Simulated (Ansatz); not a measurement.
Molecule: sum formula Si2N2H7, charge -1, multiplicity 1. It need not be the lowest isomer of its formula. Whether it binds its extra electron was not tested at this geometry. 
Structure (B3LYP-D3(BJ)/def2-TZVP (Ansatz, an electronic-structure program) minimum search):
```
N
Si 1 1.6372
Si 1 1.6386 2 151.34
N 2 1.7826 1 118.85 3 -91.31
H 4 1.0152 2 111.73 1 -57.03
H 4 1.0152 5 106.24 2 -122.17
H 2 1.5050 1 112.94 3 150.91
H 2 1.5099 7 105.49 4 -104.57
H 3 1.5113 1 114.77 2 -144.31
H 3 1.5150 9 101.95 1 126.22
H 3 1.5165 9 102.30 10 105.30
```
Charge -1, spin multiplicity 1.

Basis-set convergence of Hartree-Fock and MP2 correlation energies (hartree) with Ansatz. Cores are frozen in the correlated levels unless marked. Spin-orbit coupling is left out. Non-relativistic. This anion needs diffuse functions, which these sets lack.

```tsv
basis	functions	E(HF)	E(corr, MP2)
cc-pV(D+d)Z	109	-690.91831	-0.55647
cc-pV(T+d)Z	236	-690.99495	-0.69567
cc-pV(Q+d)Z	448	[?]	[?]
```

### Question
Some entries are withheld; supply them.

### Answer

- cc-pV(Q+d)Z, E(HF): -691.01307
- cc-pV(Q+d)Z, E(corr, MP2): -0.74695
